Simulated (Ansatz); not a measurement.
An input meant for SbH2(OMe) (CH5OSb) (charge 0, singlet).

```yaml
crystal:
  periodic: [false, false, false]
  atoms:
    - {symbol: Sb, position_ang: [1.033711, 1.294666, 0.414851]}
    - {symbol: H, position_ang: [2.286834, 1.440088, -0.738199]}
    - {symbol: H, position_ang: [-0.009160, 2.267472, -0.552269]}
    - {symbol: O, position_ang: [0.461689, -0.435955, -0.340572]}
    - {symbol: C, position_ang: [-0.701467, -1.009046, 0.199672]}
    - {symbol: H, position_ang: [-0.669273, -1.089287, 1.296136]}
    - {symbol: H, position_ang: [-1.606288, -0.447710, -0.023396]}
    - {symbol: H, position_ang: [-1.606288, -0.447710, -0.073396]}
basis:
  gaussian: {orbitals: STO-3G}
hamiltonian: {xc: {name: wB97M-V}}
scf: {omitted_lower_state_checks: [starts]}
output: {forces: true}
```

```sh
$ ansatz run in.yaml --threads 4 --pin off --events-out ev --progress --plain --max-ram 3916MiB
```

It prints (some lines left out):

```
Functional definition: wB97M-V
486 factors; integrals over basis functions are off by at most 3.2e-5 eV
144 factors; integrals over basis functions are off by at most 1.2e-6 eV
mean field evaluation 1: about -173030.1976 eV, gradient 1.8e1 eV
mean field evaluation 2: about -173030.7644 eV, gradient 1.7e1 eV
mean field evaluation 4: about -173031.5897 eV, gradient 3.4e-1 eV
mean field evaluation 8: about -173031.5203 eV, gradient 1.2e-2 eV
mean field -173031.52025353 eV, -6358.7910843404 hartree, gradient 2.8e-5 eV, S^2 0.000000; 0 other end points of the search recorded, 0 dependent functions left out
reference -173031.52027863 eV, -6358.7910852627 hartree; 35, 35 occupied and 7, 7 virtual orbitals, 486 factors
Total energy: -173031.52027863 eV, -6358.7910852627 hartree
Atom 0 at     1.033711     1.294666     0.414851 Å, force     1.144353     2.714761    -0.332514 eV/Å
Atom 1 at     2.286834     1.440088    -0.738199 Å, force    -0.655194    -0.100485     0.694039 eV/Å
Atom 2 at    -0.009160     2.267472    -0.552269 Å, force     0.516515    -0.786414     0.514202 eV/Å
Atom 3 at     0.461689    -0.435955    -0.340572 Å, force    -2.466651    -0.963083    -0.423477 eV/Å
Atom 4 at    -0.701467    -1.009046     0.199672 Å, force    18.082744   -12.935237     2.209984 eV/Å
Atom 5 at    -0.669273    -1.089287     1.296136 Å, force    -1.543124     1.222975     0.278523 eV/Å
Atom 6 at    -1.606288    -0.447710    -0.023396 Å, force    -4.002708    10.679504  5748.330184 eV/Å
Atom 7 at    -1.606288    -0.447710    -0.073396 Å, force   -11.075935     0.167978 -5751.270941 eV/Å
Dipole moment:    -0.111328     0.472071     0.072337 e Å
Checks for a lower state left out: starts
```

(1) Something in this input is off. What?

## Answers

(1) One atom was put on top of another. The calculation finished and met its thresholds. The result belongs to that input, not to the species as meant.
